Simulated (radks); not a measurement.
Sn40+, configuration [Ne]. All-electron calculation, Dirac Kohn-Sham, PBE, spin-unpolarised, spherical densities, point nucleus. Program: a radial shooting solver on a logarithmic mesh with Libxc functionals.

Normalised radial functions P(r) = r R(r) (large component), r in bohr:

r	3s1/2
0.002148	0.2807
0.002666	0.3337
0.003309	0.3938
0.004107	0.4606
0.005138	0.5353
0.006377	0.6093
0.007914	0.6801
0.009822	0.7395
0.01219	0.7760
0.01513	0.7740
0.01878	0.7148
0.02349	0.5717
0.02916	0.3386
0.03618	0.0085
0.04491	-0.3977
0.05574	-0.8222
0.06917	-1.1631
0.08585	-1.2842
0.1074	-1.0383
0.1333	-0.3897
0.1654	0.5541
0.2053	1.5009
0.2548	2.0745
0.3163	2.0362
0.3925	1.4826
0.4911	0.7648
0.6095	0.2796
0.7564	0.0664
0.9388	0.0093

3s1/2 (empty): eigenvalue -2801.6 eV, 2 radial nodes at r = 0.0364, 0.147 bohr, <r> = 0.293 bohr, 90 % of the charge inside 0.425 bohr.
